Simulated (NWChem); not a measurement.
# diiodomethane (CH2I2); SMILES ICI

No frequency run checked for a minimum. def2 effective core potentials on I; no spin-orbit coupling.

### Question
Give the equilibrium geometry at PBE0/def2-SVP with def2 effective core potentials on I (NWChem) as a Z-matrix, with the point group.

### Answer
point group C2v; any orientation.
```
C
H 1 1.0944
H 1 1.0944 2 111.19
I 1 2.1380 2 107.41 3 117.26
I 1 2.1380 2 107.41 3 -117.26
```
